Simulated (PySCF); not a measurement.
Si(H)(Me) (CH4Si), SMILES [SiH]C (connectivity only; charge and spin as stated), neutral, multiplicity 1. Atoms are numbered in the order given.

```xyz
6

Si     0.1146    -0.7516     0.0000
H     -1.3989    -0.9633     0.0000
C     -0.0036     1.1461     0.0000
H      0.9662     1.6434     0.0000
H     -0.5749     1.4826     0.8738
H     -0.5749     1.4826    -0.8738
```
Charge 0, spin multiplicity 1.

Geometry: B3LYP-D3(BJ)/def2-TZVP.

The numbers are results of PBE0/def2-TZVPD in PySCF, not measurements.

The molecule is in vacuum.

**Question.** Estimate the frontier levels, gap, dipole moment and polarisability. (Estimate from the structure and the level; the computed values follow.)

**Answer.** 
- highest occupied level: -6.33 eV
- lowest empty level: -2.56 eV
- orbital gap: 3.76 eV
- dipole moment: 1.15 D
- quadrupole, principal values (traceless, Buckingham form, about the centre of nuclear charge): -3.82, -0.81, 4.64 D·Å
- mean static polarisability: 48.6 bohr³ (7.20 Å³)
- polarisability, principal values: 42.4, 47.5, 55.9 bohr³
